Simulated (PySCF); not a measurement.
An equivalent PySCF input for Ge⁺ (germanium, charge +1), [Ar] 3d10 4s2 4p1, 2P determinant, with scalar relativity by spin-free X2C-1e:

```python
from pyscf import gto, scf, dft, mp, cc
import basis_set_exchange as bse
mol = gto.M(atom="Ge 0 0 0", charge=1, spin=1, symmetry="D2h",
            basis=gto.basis.parse(bse.get_basis("cc-pVTZ-DK", elements=["Ge"], fmt="nwchem", header=False)),
            nucmod="G")
mf = dft.UKS(mol, xc="LDA,VWN").sfx2c1e()
mf.irrep_nelec = {'Ag': (6, 6), 'B1g': (1, 1), 'B2g': (1, 1), 'B3g': (1, 1), 'B1u': (2, 2), 'B2u': (3, 2), 'B3u': (2, 2)}
mf.kernel()
```

It reaches the same state as the run whose output follows, with an energy that differs only through the grid. The run itself started from symmetry-adapted Hartree-Fock orbitals and held the occupation by maximum overlap, on a logarithmic radial grid, so the iterations belong to that start.

```
SCF conv_tol = 1e-09
number electrons alpha = 16  beta = 15
XC functionals = LDA,VWN
    P. A. M. Dirac.,  Math. Proc. Cambridge Philos. Soc. 26, 376 (1930)
    F. Bloch.,  Z. Phys. 57, 545 (1929)
    S. H. Vosko, L. Wilk, and M. Nusair.,  Can. J. Phys. 58, 1200 (1980)
cycle= 1 E= -2095.12499263314  delta_E= -0.0105  |g|= 0.207  |ddm|= 0.507
cycle= 2 E= -2095.12449207167  delta_E= 0.000501  |g|= 0.204  |ddm|= 0.312
cycle= 3 E= -2095.13265280663  delta_E= -0.00816  |g|= 0.00451  |ddm|= 0.17
cycle= 4 E= -2095.13265889957  delta_E= -6.09e-06  |g|= 0.0001  |ddm|= 0.00691
cycle= 5 E= -2095.13265890163  delta_E= -2.05e-09  |g|= 3.15e-06  |ddm|= 0.000121
cycle= 6 E= -2095.13265890163  delta_E= -5.46e-12  |g|= 3.44e-07  |ddm|= 5.12e-06
converged SCF energy = -2095.13265890163  <S^2> = 0.75082608  2S+1 = 2.0008259
```
